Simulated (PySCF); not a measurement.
## Ionisation energy of C⁺ by level of theory

C⁺ [He] 2s2 2p1 (2P) → C²⁺ [He] 2s2 (1S), as a difference of total energies. Calculation: PySCF 2.14, in def2-QZVPPD; no relativity, point nucleus. Correlated levels: valence: 1s2 frozen. The calculations carry no spin-orbit coupling.

Q: Order these methods by the ionisation energy they give, lowest first.
A. SCS-MP2 (valence)
B. CCSD(T) (valence)
C. MP2 (valence)
D. UHF

A: D (24.173 eV), B (24.280 eV), A (24.383 eV), C (24.420 eV).

Errors of the correlated levels include the incompleteness of this basis and the frozen core.

The coupled-cluster amplitudes are large for C²⁺ (T1 above 0.03 or a double amplitude above 0.15), so a single reference is strained.

For comparison: 24.378 eV (measured; NIST levels, between the centres of gravity of the two terms).
